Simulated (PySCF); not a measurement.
**B97-3 on Ru (ruthenium, neutral)**

Configuration: [Kr] 4d6 5s2, high-spin 5D determinant (an excited configuration). Computed with PySCF 2.14 in aug-cc-pVDZ-PP with ECP28MDF (5s5p4d2f, 54 functions), with a scalar-relativistic core potential.

| Quantity | Value |
| --- | --- |
| Total energy | -94.4625 hartree |
| One-electron energy | -163.0448 hartree |
| Hartree (Coulomb) energy | 78.5681 hartree |
| Exchange-correlation energy | -9.9858 hartree |
| ⟨S²⟩ | 6.0074 |
| ⟨L²⟩ | 6.017 |
| Sum of ⟨r⟩ | 25.11 bohr |
| Sum of ⟨r²⟩ | 54.56 bohr² |
| Traceless quadrupole moment −½Σ⟨3z² − r²⟩ along its main axis | 0.828 e·bohr² |

```json
{"shell": "4s α", "electrons": "1", "mean orbital energy (eV)": "-86.742", "spread (eV)": "0", "rms radius, mean of both spins (bohr)": "1.09"}
{"shell": "4s β", "electrons": "1", "mean orbital energy (eV)": "-82.964", "spread (eV)": "0", "rms radius, mean of both spins (bohr)": "1.09"}
{"shell": "4p α", "electrons": "3", "mean orbital energy (eV)": "-55.265", "spread (eV)": "1.351", "rms radius, mean of both spins (bohr)": "1.21"}
{"shell": "4p β", "electrons": "3", "mean orbital energy (eV)": "-50.977", "spread (eV)": "0.174", "rms radius, mean of both spins (bohr)": "1.21"}
{"shell": "4d α", "electrons": "5", "mean orbital energy (eV)": "-10.529", "spread (eV)": "1.459", "rms radius, mean of both spins (bohr)": "1.75"}
{"shell": "4d β", "electrons": "1", "mean orbital energy (eV)": "-7.839", "spread (eV)": "0", "rms radius, mean of both spins (bohr)": "1.75"}
{"shell": "5s α", "electrons": "1", "mean orbital energy (eV)": "-6.180", "spread (eV)": "0", "rms radius, mean of both spins (bohr)": "3.54"}
{"shell": "5s β", "electrons": "1", "mean orbital energy (eV)": "-5.233", "spread (eV)": "0", "rms radius, mean of both spins (bohr)": "3.54"}
```

Energies and moments cover only the electrons outside the core potential.
